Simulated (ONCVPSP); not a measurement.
## Before and after: ONCV potential for F

F (Z = 9), optimised norm-conserving Vanderbilt (ONCV), made with ONCVPSP 4.0.1 (LDA (Perdew-Zunger), scalar-relativistic). Core [He], reference 2s2 2p5. Waves: 2s: rc 0.55 bohr, ncon 3, nbas 7, qcut 9.6 1/bohr, 1 projector; 2p: rc 1.15 bohr, ncon 4, nbas 7, qcut 9.9 1/bohr, 3 projectors, debl 0.4 Ha; d scattering state at 0.1 Ha: rc 1.25 bohr, ncon 5, nbas 9, qcut 7.4 1/bohr, 2 projectors, debl 0.3 Ha. Local part: polynomial inside 0.45 bohr (lpopt 5, dvloc0 6 Ha). Core correction: Teter function, fcfact 4.75, rcfact 1.4.

In the p channel the program set the typed energies aside and used -0.415, 0.250, 0.650 Ha.

Change: p: qcut 8.1.

Cutoffs: the cutoffs (Ha) at which the residual kinetic energy of the hardest occupied pseudo-wave falls to 1 and 0.1 mHa per electron; they do not see the model core or the augmentation charge, which bear on the density cutoff. Errors are all-electron minus pseudo energies relative to the spin-unpolarised reference configuration.

Q: How do hardness, ghosts and transferability respond?

A: The potential gets harder (59 Ha and 202 Ha → 77 Ha and 202 Ha); both files keep a bound ghost (p); of the 4 tests that both files solve, the error grows in 4 and shrinks in 0 by more than 15 % and 0.3 meV (median size 304.8 → 427.4 meV).

| quantity | base | changed |
| --- | --- | --- |
| cutoff, loose | 59 Ha | 77 Ha |
| cutoff, tight | 202 Ha | 202 Ha |
| loose cutoff by channel | s 59 Ha, p 42 Ha | s 59 Ha, p 77 Ha |
| bound ghosts | p | p |
| GHOST(+) flags under 300 eV | d at 244.4 eV | d at 244.4 eV |
| error for 2s2 2p4, meV [ΔE 19.56 eV] | +14 | +21 |
| error for 2s2 2p3, meV [ΔE 58.07 eV] | +122 | +174 |
| error for 2s2 2p2, meV [ΔE 118.80 eV] | +487 | +680 |
| error for 2s2 2p1, meV [ΔE 204.67 eV] | +1382 | +1905 |
| s: phases at 0.56 bohr within 0.05 rad from the reference energy up to (Ha; the scan ends near 5) | to the end of the scan | to the end of the scan |
| p: phases at 1.16 bohr within 0.05 rad from the reference energy up to (Ha; the scan ends near 5) | to the end of the scan | to the end of the scan |
| d: phases at 1.27 bohr within 0.05 rad from the reference energy up to (Ha; the scan ends near 5) | to the end of the scan | to the end of the scan |
| rms error of d²Exc/dni dnj with the model core, mHa | 1.35 | 1.44 |

 A true bound ghost makes a file unfit for plane-wave use even where its test errors are small: the radial tests pick states by their node count and pass the ghost by.
